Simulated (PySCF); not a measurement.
Cl5Si2 (SMILES Cl[Si](Cl)[Si](Cl)(Cl)Cl), doublet, at a GFN2-xTB geometry, with bond 3-2 at 1.5 times its length; PySCF with PBE0/STO-3G.

PySCF was given this input:
```python
from pyscf import gto, scf, dft

mol = gto.Mole()
mol.atom = '''
    Cl    1.92244881   -1.90832571   -0.82010059
    Si    1.35516226    0.01986058   -0.53632054
    Cl    3.17078795    1.16208685    1.62447095
    Si   -0.88689246    0.19528931    0.02396448
    Cl   -1.64091265   -0.72905730    1.66875770
    Cl   -1.28936674    2.17107244    0.23250544
    Cl   -1.94338279   -0.49221647   -1.56342937
'''
mol.basis = 'sto-3g'
mol.spin = 1
mol.verbose = 5
mol.build()

mf = dft.UKS(mol)
mf.xc = 'pbe0'
mf.kernel()
mo_i, mo_e, stable_i, stable_e = mf.stability(internal=True, external=False, return_status=True, nroots=6, tol=1e-6)
print('internally stable:', stable_i, ' externally stable:', stable_e)
if not stable_i:
    umf = mf.copy()
    umf.scf_summary = {}
    umf.kernel(umf.make_rdm1(mo_i, mf.mo_occ))
```

It wrote (shortened):

```
PySCF version 2.14.0

[INPUT] verbose = 5
[INPUT] max_memory = 4000
[INPUT] num. atoms = 7
[INPUT] num. electrons = 113
[INPUT] charge = 0
[INPUT] spin (= nelec alpha-beta = 2S) = 1
[INPUT] symmetry False subgroup None
[INPUT] Mole.unit = angstrom
[INPUT] Symbol           X                Y                Z      unit          X                Y                Z       unit  Magmom
[...]
[INPUT] ---------------- BASIS SET ----------------
[INPUT] l, kappa, [nprim/nctr], expnt,             c_1 c_2 ...
[INPUT] Cl
[...]
                                109.5358542       0.5353281423
                                29.64467686       0.4446345422
[...]
                                9.053563477       0.3995128261
                                2.944499834       0.7001154689
[...]
                                0.5940934274      0.2255954336
                                0.232524141       0.900398426
[...]
                                9.053563477       0.6076837186
                                2.944499834       0.3919573931
[...]
                                0.5940934274      0.5951670053
                                0.232524141       0.462001012
[INPUT] Si
[...]
                                74.28083305       0.5353281423
                                20.10329229       0.4446345422
[...]
                                5.389706871       0.3995128261
                                1.752899952       0.7001154689
[...]
                                0.4125648801      0.2255954336
                                0.1614750979      0.900398426
[...]
                                5.389706871       0.6076837186
                                1.752899952       0.3919573931
[...]
                                0.4125648801      0.5951670053
                                0.1614750979      0.462001012

nuclear repulsion = 865.957750779563
number of shells = 35
number of NR pGTOs = 189
number of NR cGTOs = 63
basis = sto-3g
ecp = {}

******** <class 'pyscf.dft.uks.UKS'> ********
method = UKS
initial guess = minao
damping factor = 0
level_shift factor = 0
DIIS = <class 'pyscf.scf.diis.CDIIS'>
diis_start_cycle = 1
diis_space = 8
diis_damp = 0
SCF conv_tol = 1e-09
SCF conv_tol_grad = None
SCF max_cycles = 50
direct_scf = True
direct_scf_tol = 1e-13
number electrons alpha = 57  beta = 56
XC library pyscf.dft.libxc version 7.1.2
    S. Lehtola, C. Steigemann, M. J. T. Oliveira, and M. A. L. Marques,  SoftwareX 7, 1–5 (2018)
XC functionals = pbe0
    C. Adamo and V. Barone,  J. Chem. Phys. 110, 6158 (1999)
    M. Ernzerhof and G. E. Scuseria,  J. Chem. Phys. 110, 5029 (1999)
radial grids:
    Treutler-Ahlrichs [JCP 102, 346 (1995); DOI:10.1063/1.469408] (M4) radial grids

becke partition: Becke, JCP 88, 2547 (1988); DOI:10.1063/1.454033
pruning grids: <function nwchem_prune>
grids dens level: 3
symmetrized grids: False
atomic radii adjust function: <function treutler_atomic_radii_adjust>
small_rho_cutoff = 0
Set gradient conv threshold to 3.16228e-05
atom Cl rad-grids = 80, ang-grids = [ 50  50  50  50  50  50  50  50  50  50  50  50  50  50  50  50  50  50
  50  50  50  50  50  50  86  86  86  86  86  86  86  86  86  86  86  86
  86 350 350 350 350 350 350 350 350 350 434 434 434 434 434 434 434 434
 434 434 434 434 434 434 434 434 434 434 350 350 350 350 350 350 350 350
 350 350 350 350 350 350 350 350]
atom Si rad-grids = 80, ang-grids = [ 50  50  50  50  50  50  50  50  50  50  50  50  50  50  50  50  50  50
  50  50  50  50  50  86  86  86  86  86  86  86  86  86  86  86  86  86
 350 350 350 350 350 350 350 350 434 434 434 434 434 434 434 434 434 434
 434 434 434 434 434 434 434 434 350 350 350 350 350 350 350 350 350 350
 350 350 350 350 350 350 350 350]
tot_boxes 3570, boxes in each direction [15 13 12]
Padding 0 grids
tot grids = 132760
nelec by numeric integration = [55.94097531 55.94097531]
E1 = -5647.935446363234  E2 = 1935.7439165107837  Ecoul = 2116.7758426771834  Exc = -181.03192616639964
init E= -2846.23377907289
cond(S) = 6.088956614017031

  alpha mo_energy =
[-1.00981531e+02 -1.00981307e+02 -1.00980360e+02 -1.00976241e+02
 -1.00947790e+02 -6.56099422e+01 -6.55541417e+01 -9.65037876e+00
 -9.64998415e+00 -9.64910763e+00 -9.64485988e+00 -9.61970986e+00
 -7.39424096e+00 -7.39385056e+00 -7.39298196e+00 -7.39060767e+00
 -7.39059658e+00 -7.39034195e+00 -7.39030848e+00 -7.38940819e+00
 -7.38937973e+00 -7.38867985e+00 -7.38522480e+00 -7.38519100e+00
 -7.36264034e+00 -7.36224648e+00 -7.36222805e+00 -5.28830119e+00
 -5.24491102e+00 -3.56007825e+00 -3.55983195e+00 -3.55895048e+00
 -3.51931645e+00 -3.51704576e+00 -3.51510788e+00 -1.07985825e+00
 -1.02965857e+00 -1.01784053e+00 -1.01663394e+00 -9.61597080e-01
 -7.15862985e-01 -6.46109577e-01 -5.89976113e-01 -5.88813113e-01
 -5.60136096e-01 -5.25914078e-01 -5.23878689e-01 -5.20415175e-01
 -5.19061828e-01 -5.06515125e-01 -5.05562593e-01 -4.99108781e-01
 -4.98855400e-01 -4.84404420e-01 -4.84109249e-01 -4.53578805e-01
 -2.83370565e-01 -1.57690408e-01 -6.25247895e-02 -1.90185815e-02
  5.07593437e-02  8.68335971e-02  1.35874942e-01]
  beta  mo_energy =
[-1.00981531e+02 -1.00981307e+02 -1.00980360e+02 -1.00976241e+02
 -1.00947790e+02 -6.56099422e+01 -6.55541417e+01 -9.65037876e+00
 -9.64998415e+00 -9.64910763e+00 -9.64485988e+00 -9.61970986e+00
 -7.39424096e+00 -7.39385056e+00 -7.39298196e+00 -7.39060767e+00
 -7.39059658e+00 -7.39034195e+00 -7.39030848e+00 -7.38940819e+00
 -7.38937973e+00 -7.38867985e+00 -7.38522480e+00 -7.38519100e+00
 -7.36264034e+00 -7.36224648e+00 -7.36222805e+00 -5.28830119e+00
 -5.24491102e+00 -3.56007825e+00 -3.55983195e+00 -3.55895048e+00
 -3.51931645e+00 -3.51704576e+00 -3.51510788e+00 -1.07985825e+00
 -1.02965857e+00 -1.01784053e+00 -1.01663394e+00 -9.61597080e-01
 -7.15862985e-01 -6.46109577e-01 -5.89976113e-01 -5.88813113e-01
 -5.60136096e-01 -5.25914078e-01 -5.23878689e-01 -5.20415175e-01
 -5.19061828e-01 -5.06515125e-01 -5.05562593e-01 -4.99108781e-01
[...]
 -6.99106964e+00 -6.98424411e+00 -6.98383345e+00 -5.33720313e+00
 -5.27138201e+00 -3.61481980e+00 -3.61468297e+00 -3.61095229e+00
 -3.54829476e+00 -3.54776759e+00 -3.53980660e+00 -8.78475041e-01
 -8.52994839e-01 -8.20220140e-01 -8.17051790e-01 -6.81939654e-01
 -5.74557917e-01 -4.92240413e-01 -4.16211888e-01 -4.14145763e-01
 -4.04664220e-01 -3.49409681e-01 -3.42224496e-01 -3.22878913e-01
 -3.20032450e-01 -3.16950506e-01 -3.05740355e-01 -3.03775833e-01
 -2.97349114e-01 -2.34839355e-01 -2.21516655e-01 -2.18432080e-01
 -1.25748598e-01 -5.42092352e-02  5.22749251e-02  8.45106447e-02
  1.40889512e-01  1.69041375e-01  2.06913484e-01]
multiplicity <S^2> = 0.81483501  2S+1 = 2.0638169
nelec by numeric integration = [57.00000143 56.00000144]
E1 = -5671.382192073953  E2 = 1957.9819339539572  Ecoul = 2140.0278979721115  Exc = -182.04596401815436
Extra cycle  E= -2847.44250734043  delta_E= -3.82e-11  |g|= 2.45e-06  |ddm|= 2.58e-05
converged SCF energy = -2847.44250734043  <S^2> = 0.81483501  2S+1 = 2.0638169
nelec by numeric integration = [57.00000143 56.00000144]
davidson 0 1  |r|= 0.967  e= [0.69227667]  max|de|= 0.692  lindep= 0.992
Old state -> New state
    0     ->     1
davidson 1 2  |r|= 0.943  e= [0.63752359 0.69628141]  max|de|= 0.638  lindep= 0.994
Old state -> New state
    1     ->     0
    0     ->     1
    0     ->     2
    1     ->     3
davidson 2 4  |r|= 0.816  e= [0.5556744  0.55743765 0.64014583 0.74947621]  max|de|= 0.557  lindep= 0.993
Old state -> New state
    1     ->     0
    0     ->     1
    1     ->     2
    1     ->     3
    0     ->     4
    1     ->     5
davidson 3 8  |r|= 0.418  e= [0.47812521 0.48068352 0.49869463 0.53460744 0.5641409  0.61830657]  max|de|= 0.499  lindep= 0.989
Old state -> New state
    4     ->     0
    0     ->     2
    5     ->     3
    1     ->     4
    4     ->     5
davidson 4 14  |r|= 0.249  e= [0.40097333 0.42265501 0.43004664 0.43036045 0.46236582 0.46939747]  max|de|= 0.462  lindep= 0.883
Old state -> New state
    3     ->     0
    3     ->     1
    1     ->     2
    4     ->     3
    3     ->     4
    0     ->     5
davidson 5 20  |r|= 0.157  e= [0.28909166 0.3272413  0.33523188 0.34839156 0.37023875 0.40065377]  max|de|= 0.348  lindep= 0.872
Old state -> New state
    5     ->     0
    0     ->     1
    1     ->     2
    0     ->     3
    0     ->     4
    3     ->     5
davidson 6 26  |r|= 0.181  e= [0.15644587 0.21921653 0.24494035 0.26203581 0.31768745 0.32517615]  max|de|= 0.325  lindep= 0.692
Old state -> New state
    3     ->     0
    2     ->     1
    0     ->     2
    1     ->     3
    2     ->     4
    3     ->     5
davidson 7 32  |r|= 0.0979  e= [0.04233934 0.05081921 0.13513153 0.19157513 0.22048935 0.24963997]  max|de|= 0.0508  lindep= 0.909
davidson 8 6  |r|= 0.0979  e= [0.04233934 0.05081921 0.13513153 0.19157513 0.22048935 0.24963997]  max|de|= 3.89e-16  lindep= 0.971
davidson 9 12  |r|= 0.0537  e= [0.03430579 0.03865521 0.13399127 0.18234267 0.21714022 0.23933291]  max|de|= -0.0122  lindep= 0.909
davidson 10 18  |r|= 0.0334  e= [0.03307541 0.03778441 0.13376777 0.17901361 0.216004   0.23191872]  max|de|= -0.00741  lindep= 0.924
davidson 11 24  |r|= 0.023  e= [0.03300108 0.03772546 0.13374287 0.17781898 0.21554367 0.22934051]  max|de|= -0.00258  lindep= 0.911
davidson 12 30  |r|= 0.0202  e= [0.03299427 0.0377232  0.13374035 0.17761525 0.21543045 0.22860488]  max|de|= -0.000736  lindep= 0.799
[...]
davidson 13 6  |r|= 0.0202  e= [0.03299427 0.0377232  0.13374035 0.17761525 0.21543045 0.22860488]  max|de|= 7.22e-16  lindep= 0.997
davidson 14 9  |r|= 0.0157  e= [0.03299423 0.03772318 0.13374024 0.17759757 0.21540109 0.22826823]  max|de|= -0.000337  lindep= 0.73
davidson 15 12  |r|= 0.0106  e= [0.03299422 0.03772318 0.13374022 0.1775943  0.21538167 0.2279797 ]  max|de|= -0.000289  lindep= 0.87
[...]
davidson 16 15  |r|= 0.00694  e= [0.03299422 0.03772318 0.13374022 0.17759374 0.21537599 0.22785184]  max|de|= -0.000128  lindep= 0.898
davidson 17 17  |r|= 0.00345  e= [0.03299422 0.03772318 0.13374022 0.17759363 0.21537428 0.22780593]  max|de|= -4.59e-05  lindep= 0.908
[...]
davidson 18 19  |r|= 0.0032  e= [0.03299421 0.03772317 0.13374022 0.17759359 0.21537341 0.22778313]  max|de|= -2.28e-05  lindep= 0.859
davidson 19 20  |r|= 0.00299  e= [0.03299421 0.03772317 0.13374022 0.17759359 0.21537337 0.22776059]  max|de|= -2.25e-05  lindep= 0.924
davidson 20 21  |r|= 0.00342  e= [0.03299421 0.03772317 0.13374022 0.17759359 0.21537337 0.22774347]  max|de|= -1.71e-05  lindep= 0.811
davidson 21 22  |r|= 0.00438  e= [0.03299421 0.03772317 0.13374022 0.17759358 0.21537328 0.22771335]  max|de|= -3.01e-05  lindep= 0.894
davidson 22 23  |r|= 0.0123  e= [0.03299421 0.03772317 0.13374021 0.17759358 0.21537289 0.22758898]  max|de|= -0.000124  lindep= 0.871
davidson 23 24  |r|= 0.0148  e= [0.03299421 0.03772317 0.13374021 0.17759358 0.21537274 0.22720814]  max|de|= -0.000381  lindep= 0.803
davidson 24 25  |r|= 0.00588  e= [0.03299421 0.03772317 0.13374021 0.17759358 0.21537273 0.22707109]  max|de|= -0.000137  lindep= 0.798
davidson 25 26  |r|= 0.0029  e= [0.03299421 0.03772317 0.13374021 0.17759357 0.2153727  0.22703614]  max|de|= -3.49e-05  lindep=  0.9
davidson 26 27  |r|= 0.0013  e= [0.03299421 0.03772317 0.13374021 0.17759357 0.2153727  0.22702883]  max|de|= -7.31e-06  lindep= 0.866
davidson 27 6  |r|= 0.0013  e= [0.03299421 0.03772317 0.13374021 0.17759357 0.2153727  0.22702883]  max|de|= -6.11e-16  lindep= 0.998
davidson 28 7  |r|= 0.000622  e= [0.03299421 0.03772317 0.13374021 0.17759357 0.21537269 0.22702754]  max|de|= -1.3e-06  lindep= 0.913
[...]
converged 29 8  |r|= 0.000644  e= [0.0329942  0.03772317 0.13374021 0.17759357 0.21537268 0.227027  ]  max|de|= -5.4e-07
uhf_internal: lowest eigs of H = [0.0329942  0.03772317 0.13374021 0.17759357 0.21537268 0.227027  ]
<class 'pyscf.dft.uks.UKS'> wavefunction is stable in the internal stability analysis
internally stable: True  externally stable: None
```
